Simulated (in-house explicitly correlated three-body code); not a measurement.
The numbers below are computed, except where a source is named.
Taking the two-electron ground state apart, Z = 4.2

A variational code in 260 exponentially correlated functions gives, for two electrons around a point charge Z = 4.2 (non-relativistic, fixed nucleus, atomic units): E = -15.1706619, <1/r> = 3.887728 per electron, <1/r12> = 2.315595. From its density, U = 4.803404 (Hartree energy) and T_s = 15.128939 (kinetic energy of the doubly filled orbital √(n/2)). Further, <r²> = 0.208216 per electron, <r12²> = 0.428273 and <p1·p2> = 0.446927.

Problem. Check the virial theorem, and compare with the screened hydrogenic estimate.

Solution. V = −2Z<1/r> + <1/r12> = -32.656915 + 2.315595 = -30.341320, and 2E = -30.341324, so T = −E = 15.170662. A product of 1s orbitals with exponent Z − 5/16 = 3.8875 gives −3.8875² = -15.11266, which is 58.0 millihartree too high.

Problem. Find the exchange and correlation energies of density-functional theory.

Solution. For two electrons in one orbital E_x = −U/2 = -2.401702. The potential part of correlation is U_c = <1/r12> − U − E_x = -0.086107, the kinetic part T_c = T − T_s = 0.041723, and E_c = T_c + U_c = -0.044384 hartree. Restricted Hartree-Fock gives -15.126284, so the correlation energy of wave-function theory is -0.044378.

Problem. What do the second moments say about angular correlation and diamagnetism?

Solution. From r12² = r1² + r2² − 2 r1·r2, <r1·r2> = <r²> − <r12²>/2 = -0.00592 bohr². It vanishes for a product of s orbitals, and its negative sign shows that the electrons favour opposite sides of the nucleus. The Langevin susceptibility is −0.79199e-6 × 2<r²> = -0.3298e-6 cm³/mol.

Problem. How does a model nuclear mass of 8.4 u change the ionisation energy, to first order in m/M (1 hartree = 27.211386 eV)?

Solution. m/M = 1/(8.4 × 1822.8885) = 6.53071e-05. With a fixed nucleus the second electron is bound by −Z²/2 − E = 6.350662 hartree = 172.8103 eV. The reduced mass scales this by 1 − m/M, a change of -11.286 meV. The mass-polarisation term raises the two-electron state by (m/M)<p1·p2> = 29.19 microhartree, a further -0.794 meV. The sum is 172.7982 eV, before relativistic and QED terms.
